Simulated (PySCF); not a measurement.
## Ba⁵¹⁺ (barium, charge +51) across methods

[He] 2s2 2p1, 2P determinant. All numbers are calculated (PySCF 2.14, the spin-free X2C one-electron Hamiltonian (Gaussian nucleus), in an even-tempered Gaussian basis (19 s from 26 bohr⁻², ratio 2.2; 12 p from 33 bohr⁻², ratio 2.2; 5 d from 130 bohr⁻², ratio 2.4; 5 f from 190 bohr⁻², ratio 2.4; 4 g from 280 bohr⁻², ratio 2.4)).

```json
{"method": "PBE0", "E (hartree)": "-4370.81", "mean ε 2s α (eV)": "-10102.8", "mean ε 2s β (eV)": "-10072.6", "mean ε 2p α (eV)": "-9651.7", "Σ⟨r²⟩ (bohr²)": "0.03692", "⟨S²⟩": "0.750"}
{"method": "PBE", "E (hartree)": "-4370.84", "mean ε 2s α (eV)": "-10075.6", "mean ε 2s β (eV)": "-10050.7", "mean ε 2p α (eV)": "-9621.4", "Σ⟨r²⟩ (bohr²)": "0.03692", "⟨S²⟩": "0.750"}
{"method": "LDA", "E (hartree)": "-4364.88", "mean ε 2s α (eV)": "-10067.2", "mean ε 2s β (eV)": "-10041.0", "mean ε 2p α (eV)": "-9611.1", "Σ⟨r²⟩ (bohr²)": "0.03696", "⟨S²⟩": "0.750"}
{"method": "TPSSh", "E (hartree)": "-4371.31", "mean ε 2s α (eV)": "-10091.1", "mean ε 2s β (eV)": "-10063.1", "mean ε 2p α (eV)": "-9640.3", "Σ⟨r²⟩ (bohr²)": "0.03691", "⟨S²⟩": "0.750"}
{"method": "UHF", "E (hartree)": "-4370.58765", "mean ε 2s α (eV)": "-10183.1", "mean ε 2s β (eV)": "-10136.5", "mean ε 2p α (eV)": "-9741.7", "Σ⟨r²⟩ (bohr²)": "0.03692", "⟨S²⟩": "0.750"}
{"method": "BLYP", "E (hartree)": "-4371.35", "mean ε 2s α (eV)": "-10077.0", "mean ε 2s β (eV)": "-10051.5", "mean ε 2p α (eV)": "-9623.5", "Σ⟨r²⟩ (bohr²)": "0.03691", "⟨S²⟩": "0.750"}
{"method": "r2SCAN", "E (hartree)": "-4370.84", "mean ε 2s α (eV)": "-10085.0", "mean ε 2s β (eV)": "-10056.4", "mean ε 2p α (eV)": "-9635.1", "Σ⟨r²⟩ (bohr²)": "0.03692", "⟨S²⟩": "0.750"}
```

Spin-orbit coupling, absent here, splits the open shell strongly.
